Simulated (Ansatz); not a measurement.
Other settings, tried on Na3Br4.

```yaml
crystal:
  periodic: [false, false, false]
  atoms:
    - {symbol: Na, position_ang: [1.806298, -0.681950, 0.960206]}
    - {symbol: Na, position_ang: [-0.721536, 2.555036, 0.738606]}
    - {symbol: Na, position_ang: [-1.372502, -0.897368, -1.400287]}
    - {symbol: Br, position_ang: [-0.163874, -2.703862, 0.467481]}
    - {symbol: Br, position_ang: [1.514490, 1.767273, 1.970834]}
    - {symbol: Br, position_ang: [1.403292, -1.537258, -1.749605]}
    - {symbol: Br, position_ang: [-2.466147, 1.498139, -0.987234]}
basis:
  gaussian: {orbitals: 6-31G, point_charges: [{charge: 1.00, position_ang: [5.184, -0.655, 0.676]}]}
magnetization: {spin_polarized: true, initial_magnetization: 1}
hamiltonian: {xc: {name: PBE0-DH}}
scf: {lower_state_search: off}
output: {forces: true}
```

```sh
$ ansatz run in.yaml --threads 4 --pin off --events-out ev --progress --plain --max-ram 4787MiB
```

Output, abridged:

```
Functional definition: PBE0-DH
1443 factors; integrals over basis functions are off by at most 3.0e-4 eV
mean field evaluation 1: about -293344.1916 eV, gradient 1.3e1 eV
mean field evaluation 2: about -293344.2627 eV, gradient 1.3e1 eV
mean field evaluation 4: about -293345.5820 eV, gradient 1.2e0 eV
mean field evaluation 8: about -293345.5926 eV, gradient 3.4e-2 eV
mean field evaluation 16: about -293345.5927 eV, gradient 3.3e-4 eV
mean field -293345.59267512 eV, -10780.2516940266 hartree, gradient 5.7e-6 eV, S^2 0.754351; 0 other end points of the search recorded, 0 dependent functions left out
39 core orbitals not correlated: weight in the atoms' cores, before any rotation towards them, 1.000 or more for the frozen orbitals, at most 0.000 for the correlated occupied ones
reference -293345.59272228 eV, -10780.2516957595 hartree; 48, 47 occupied and 68, 69 virtual orbitals, 1443 factors
second order -21.93128921 eV of doubles, -0.00000000 eV of singles
Total energy: -293348.33413343 eV, -10780.3524407611 hartree
Atom 0 at     1.806298    -0.681950     0.960206 Å, force    -0.777345    -0.074240     0.108160 eV/Å
Atom 1 at    -0.721536     2.555036     0.738606 Å, force    -0.283153     0.321541     0.003099 eV/Å
Atom 2 at    -1.372502    -0.897368    -1.400287 Å, force    -0.359294    -0.048692    -0.263968 eV/Å
Atom 3 at    -0.163874    -2.703862     0.467481 Å, force     0.029557    -0.158136     0.214873 eV/Å
Atom 4 at     1.514490     1.767273     1.970834 Å, force     0.558312    -0.272256    -0.038718 eV/Å
Atom 5 at     1.403292    -1.537258    -1.749605 Å, force     0.439573     0.099621     0.029371 eV/Å
Atom 6 at    -2.466147     1.498139    -0.987234 Å, force     0.099784    -0.023362     0.030991 eV/Å
Dipole moment:    -0.488375    -0.095758     0.015238 e Å
Checks for a lower state left out: starts, cluster_reference, orbital_swaps, neighbouring_geometries, increment
```

Hardware: 4 threads of Arm Neoverse V1 on a shared host. Wall time 53 s, peak host memory 1.2 GiB.

The 6-31G sets use Cartesian d functions. Correlated methods freeze 39 core orbitals; core or outer-core shells of Na, Br are correlated, in sets that lack core-valence functions.
